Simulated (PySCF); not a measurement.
Gas-phase reaction: 3 GaNH2 + 5 C3H6 (cyclic) = 3 Ga(CH3)2NH2 + 3 C3H4 (cyclic)

Energies from PySCF, thermal terms from the rigid-rotor harmonic-oscillator model, ideal gas at 1 bar. † marks an energy on the PBE0/def2-TZVP geometry and frequencies; other levels use their own. MP2 and CCSD(T) freeze the core. All species are closed-shell singlets. Ga: all electrons, no relativistic terms. Methyl groups turn as free rotors in Ga(CH3)2NH2. GaNH2, Ga(CH3)2NH2: computed as isolated molecules; such fragments, hydroxides, amides, oligomers or adducts are transient or little studied in the gas. MP2 isn't extrapolated to the basis-set limit; its ΔH°(298 K) is 122.3 kJ in def2-SVP and 68.8 kJ in def2-TZVPP. CCSD(T) isn't extrapolated to the basis-set limit. The harmonic model lacks anharmonicity and excited electronic states, which grow with temperature; levels with a mode under 35 cm⁻¹ are left out.

```json
[
 {"level": "CCSD(T)/def2-SVP†", "ΔE electronic, kJ": "203", "ΔH°(298 K), kJ": "161", "ΔS°(298 K), J/K": "-143", "ΔG°(2500 K), kJ": "395"},
 {"level": "HF/def2-TZVP†", "ΔE electronic, kJ": "244", "ΔH°(298 K), kJ": "202", "ΔS°(298 K), J/K": "-143", "ΔG°(2500 K), kJ": "435"},
 {"level": "M06-2X/def2-TZVP†", "ΔE electronic, kJ": "180", "ΔH°(298 K), kJ": "138", "ΔS°(298 K), J/K": "-143", "ΔG°(2500 K), kJ": "372"},
 {"level": "MP2/def2-TZVPP†", "ΔE electronic, kJ": "110", "ΔH°(298 K), kJ": "69", "ΔS°(298 K), J/K": "-143", "ΔG°(2500 K), kJ": "302"},
 {"level": "PBE/def2-SVP", "ΔE electronic, kJ": "230", "ΔH°(298 K), kJ": "195", "ΔS°(298 K), J/K": "-141", "ΔG°(2500 K), kJ": "430"},
 {"level": "PBE0/def2-SVP†", "ΔE electronic, kJ": "237", "ΔH°(298 K), kJ": "195", "ΔS°(298 K), J/K": "-143", "ΔG°(2500 K), kJ": "429"},
 {"level": "r2SCAN/def2-TZVP†", "ΔE electronic, kJ": "165", "ΔH°(298 K), kJ": "124", "ΔS°(298 K), J/K": "-143", "ΔG°(2500 K), kJ": "357"},
 {"level": "LDA/def2-TZVP†", "ΔE electronic, kJ": "189", "ΔH°(298 K), kJ": "147", "ΔS°(298 K), J/K": "-143", "ΔG°(2500 K), kJ": "380"}
]
```
ΔH° is lowest at MP2/def2-TZVPP† and highest at HF/def2-TZVP†. No reference value is set beside these.
